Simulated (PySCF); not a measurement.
## Si4H9SF

The system: Si4H9SF, a small molecule; neutral, singlet. The structure, one conformer, was relaxed in the gas phase by PBE0-D3(BJ)/def2-SVP. No frequency run checks that it is a minimum.

SMILES: F[Si]([SiH3])([SiH3])S[SiH3]

| atom | x (Å) | y (Å) | z (Å) |
| --- | --- | --- | --- |
| Si1 | -0.280 | -0.374 | 0.238 |
| Si2 | -1.945 | -1.998 | -0.055 |
| Si3 | -1.094 | 1.817 | 0.432 |
| S4 | 1.032 | -0.522 | -1.458 |
| Si5 | 2.801 | 0.332 | -0.559 |
| F6 | 0.601 | -0.720 | 1.579 |
| H7 | -2.660 | -1.706 | -1.335 |
| H8 | -1.324 | -3.354 | -0.119 |
| H9 | -2.922 | -1.940 | 1.075 |
| H10 | 0.029 | 2.793 | 0.567 |
| H11 | -2.007 | 1.943 | 1.609 |
| H12 | -1.865 | 2.112 | -0.814 |
| H13 | 2.437 | 1.519 | 0.267 |
| H14 | 3.512 | -0.669 | 0.283 |
| H15 | 3.671 | 0.743 | -1.696 |

Shieldings: GIAO PBE0/pcSseg-1. Shifts are against computed references at the same level: H TMS (σ 31.27 ppm), Si TMS (σ 352.0 ppm). Core levels by delta-SCF with SCAN, pcX-2 on the ionised atom and pcseg-1 elsewhere, spin-free X2C (2p3/2 is the spin-free 2p value less a third of a first-order spin-orbit splitting); from the vacuum level, for chosen atoms.

Q: Give the shieldings and core levels atom by atom.

A: 
| atoms | bonded to | σ (ppm) | δ (ppm) | core level (eV) |
| --- | --- | --- | --- | --- |
| Si1 | 1 F + 1 S + 2 Si | 290.9 | 61.1 | 2p3/2 107.63 |
| Si2 | 1 Si + 3 H | 453.6 | -101.6 | 2p3/2 106.68 |
| Si3 | 1 Si + 3 H | 458.9 | -106.9 | 2p3/2 106.66 |
| S4 | 2 Si | 748.1 | - | 2p3/2 168.71 |
| Si5 | 1 S + 3 H | 403.6 | -51.6 | - |
| F6 | 1 Si | 369.6 | - | 1s 691.92 |
| H7 H8 H9 | 1 Si | 27.59 | 3.67 | - |
| H10 H11 H12 | 1 Si | 27.67 | 3.60 | - |
| H13 H14 H15 | 1 Si | 26.51 | 4.76 | - |

Values are those of this one static structure, with the three H of a rotating XH3 group averaged; atoms that internal rotation interchanges would show their mean in an NMR spectrum.

Q: Which of Si1, Si2, Si3 holds its core electrons tightest, and by how much against the loosest?

A: Si1 (bonded to 1 F + 1 S + 2 Si), by 0.97 eV over Si3 (bonded to 1 Si + 3 H).

Q: By CAM-B3LYP/def2-SVPD (TDDFT singlets, Tamm-Dancoff triplets, ionisation by delta-SCF), where does absorption start, and what does vertical ionisation take?

A: The lowest singlet lies at 5.34 eV (f 0.013), the strongest of the first 6 at 6.65 eV (f 0.160), the lowest triplet at 4.86 eV; vertical ionisation takes 9.10 eV.
